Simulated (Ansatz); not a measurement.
Stepwise reaction of `[OH][Sn]([OH])([OH])[Br]` with hydrogen, as a gas-phase model of exchange steps in deposition or etching. ΔE in kJ/mol; ΔG adds harmonic PBE0-D4 terms to CCSD(T)/CBS, at 1 bar.

Calculated with Ansatz (gas phase, PBE0-D4/def2-TZVP geometries, no zero-point term in ΔE). CCSD(T)/CBS is the MP2 limit (def2-TZVPP, def2-QZVPP) plus CCSD(T) − MP2 in def2-TZVPP, frozen cores. This one scheme is used for every species. DFT in def2-TZVPP. B3LYP here is the variant with VWN-RPA as its local correlation; programs differ in this. def2 core potentials past Kr. For Br, Sn outer-core shells are correlated without core-valence functions, which leaves a few kJ/mol of doubt a bond. Scalar relativity is left out up to krypton. One conformer a species, not always the lowest.

```tsv
step	reaction	PBE-D4	B3LYP-D4	ωB97M-V	CCSD(T)/CBS	ΔG(500 K)
1	`[OH][Sn]([OH])([OH])[Br]` + H₂ → `[OH][SnH]([OH])[Br]` + H₂O	0.6	0.6	-2.3	2.0	1.6
2	`[OH][SnH]([OH])[Br]` + H₂ → `[OH][SnH2][Br]` + H₂O	11.4	10.7	7.9	11.8	11.0
```

Problem. Give the row of step 3, `[OH][SnH2][Br]` + H₂ → `[Br][SnH3]` + H₂O. (Estimate.)

Solution. Ansatz gave: 
| step | reaction | PBE-D4 | B3LYP-D4 | ωB97M-V | CCSD(T)/CBS | ΔG(500 K) |
| --- | --- | --- | --- | --- | --- | --- |
| 3 | `[OH][SnH2][Br]` + H₂ → `[Br][SnH3]` + H₂O | 5.2 | 4.9 | 0.9 | 5.3 | 9.5 |

Problem. By hand: ΔE of the 3 steps together at CCSD(T)/CBS.

Solution. (2.0) + (11.8) + (5.3) = 19.1 kJ/mol, or 6.4 kJ/mol a step.

In ΔE step 1 is the lowest and step 2 the highest. ΔG lies between 1.6 and 11.0 kJ/mol a step. PBE-D4 differs from CCSD(T)/CBS by -1.4 to -0.1 kJ/mol a step. Isolated molecules leave out the surface, adducts and barriers. Largest T1 diagnostic: 0.013.
